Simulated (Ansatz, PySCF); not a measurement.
Gas-phase reaction in SMILES: [O]=[Sn]([F])[F] → [O]=[Sn][F] + F atom (the F-Sn bond at the site shown breaks; other sites are not compared here)
Geometries: B3LYP-D3(BJ)/def2-TZVP minima from Ansatz (an electronic-structure program).

Quantity: bond dissociation energy (enthalpy at 298 K, with B3LYP-D3(BJ) rigid-rotor harmonic-oscillator terms from PySCF), in kcal/mol. Correlated levels leave the core frozen unless marked. Open shells are spin-unrestricted. No spin-orbit coupling. Frozen are the shells of the preceding noble gas and the d and f shells that filled before the atom's block. Past Kr the def2 sets carry scalar-relativistic core potentials. CBS marks a two-point X^-3 extrapolation of the correlation energy; Hartree-Fock from the larger set. The bracket is a focal-point correction in the basis named.

| level | program | bond dissociation energy (kcal/mol) |
|---|---|---|
| SVWN5/def2-TZVPD | Ansatz | 116.2 |
| PBE-D4/def2-TZVPD | Ansatz + dftd4 | 94.1 |
| B3LYP/def2-TZVPD | Ansatz | 79.7 |
| PBE0/def2-TZVPD | Ansatz | 81.5 |
| TPSSh-D4/def2-TZVPD | PySCF + dftd4 | [?] |
| M06-2X/def2-TZVPD | PySCF | 87.5 |
| HSE06-D3(BJ)/def2-TZVPD | Ansatz + dftd3 | 82.2 |
| HSE06-D4/def2-TZVPD | Ansatz + dftd4 | 82.3 |
| B2GP-PLYP-D4/def2-TZVPD | Ansatz + dftd4 | 90.1 |
| PBE-QIDH/def2-TZVPD | Ansatz | [?] |
| CCSD/def2-SVPD | Ansatz | 76.3 |
| RI-MP2/CBS(def2-TZVPPD,def2-QZVPPD)+[CCSD(T)-MP2]/def2-TZVPPD | Ansatz | [?] |

Problem. Fill in the missing entries.

Solution. 
- TPSSh-D4/def2-TZVPD, bond dissociation energy (kcal/mol): 85.5
- PBE-QIDH/def2-TZVPD, bond dissociation energy (kcal/mol): 88.1
- RI-MP2/CBS(def2-TZVPPD,def2-QZVPPD)+[CCSD(T)-MP2]/def2-TZVPPD, bond dissociation energy (kcal/mol): 96.8
